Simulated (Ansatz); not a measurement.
The Se3–H4 bond of CdFHSe (SMILES [F][Cd][SeH]) is stretched (multiplicity 1, the rest rigid).
Geometry at rest (charge 0, multiplicity 1):
```tsv
atom	x (Å)	y (Å)	z (Å)
Cd	0.4182	-0.5398	0.2903
F	1.5232	-1.9575	1.0651
Se	-0.9710	1.2188	-0.7056
H	-0.7684	2.0868	0.4677
```

Cores are frozen in the correlated methods. Filled d and f shells under p-block atoms count as core.

Codes used: Ansatz (a first-principles code) with Gaussian orbitals. Each number belongs to the level named beside it. In def2 rows elements past Kr take small-core potentials, without spin–orbit coupling.

FIC-MRCISD+Q on CASSCF(4,3)/def2-TZVPP, total energies (hartree):

| R (Å) | CASSCF | MRCISD | weight c² of the reference |
|---|---|---|---|
| 1.473 | -2666.847819 | -2667.558537 | 0.87968 |
| 2.578 | -2666.756885 | -2667.456797 | 0.88056 |
| 4.715 | -2666.733657 | -2667.430763 | 0.88138 |

Question: Add the Davidson correction (E_MRCISD − E_CASSCF)(1 − c²)/c² and give the energies above the first point at the three levels.

Answer: 
Corrections (hartree): -0.097214, -0.094940, -0.093821. Above the first point (kcal/mol):
- R = 2.578 Å: CASSCF 57.1, MRCISD 63.8, with the correction 65.3
- R = 4.715 Å: CASSCF 71.6, MRCISD 80.2, with the correction 82.3

Doubts at one or more of the structures used: active orbitals that take no part (FIC-MRCISD+Q on CASSCF(4,3)/def2-TZVPP).
